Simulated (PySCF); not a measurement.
## Computed properties of CH7GeNOSi, SMILES [OH][Ge@@H]1[NH]C[SiH2]1

CH7GeNOSi, SMILES [OH][Ge@@H]1[NH]C[SiH2]1. Geometry: B3LYP-D3(BJ)/def2-SVP. The structure was generated by enumeration; whether it is a known compound was not checked. Other conformers were not sampled. All values are computed for the isolated molecule unless a solvent is named; none is compared with measurement here.

**Structure.** All 30 harmonic modes at B3LYP-D3(BJ)/def2-SVP (PySCF) are real, so it is a minimum. With heavy atoms numbered as in [OH:1][Ge@@H:2]1[NH:3][CH2:4][SiH2:5]1, the shortest bond between them is N3–C4 at 1.469 Å and the longest Ge2–Si5 at 2.387 Å.

**Vibrations.** The strongest infrared lines (harmonic, unscaled, degenerate partners summed) lie at 2072 cm⁻¹ (213 km/mol, H 99 %), 675 cm⁻¹ (143 km/mol, O 66 %, Ge 17 %), 756 cm⁻¹ (118 km/mol, H 69 %, Si 14 %, N 11 %). The softest mode is at 73 cm⁻¹ and the zero-point energy is 51.0 kcal/mol.

**Electronic structure.** PBE0/def2-TZVP (PySCF) places the frontier levels at -6.61 and -0.10 eV, a gap of 6.51 eV, and gives a dipole moment of 1.18 D and a mean polarisability of 79.6 bohr³. PBE/def2-TZVP (PySCF) at the same geometry gives -5.27 and -0.94 eV, so its gap is 2.18 eV narrower. An orbital gap is neither the optical nor the fundamental gap.

**Excitations.** TDA-M06-2X/def2-SVPD (PySCF) has S1 at 5.71 eV (217 nm, f = 0.024, weak); the most intense of the 10 singlets computed lies at 6.96 eV (f = 0.23). T1 (TDA) is at 5.32 eV, 0.39 eV under S1. TDA-PBE/def2-SVPD (PySCF) puts S1 at 4.37 eV. No vertical singlet excitation falls in the visible range (under 3.1 eV).

**NMR.** GIAO shifts at PBE0/pcSseg-1 (PySCF) (non-relativistic, atoms alike by connectivity averaged): ¹³C at 40.1 ppm against TMS; ¹H from 1.5 to 6.6 ppm against TMS; ²⁹Si at -14.4 ppm against TMS.
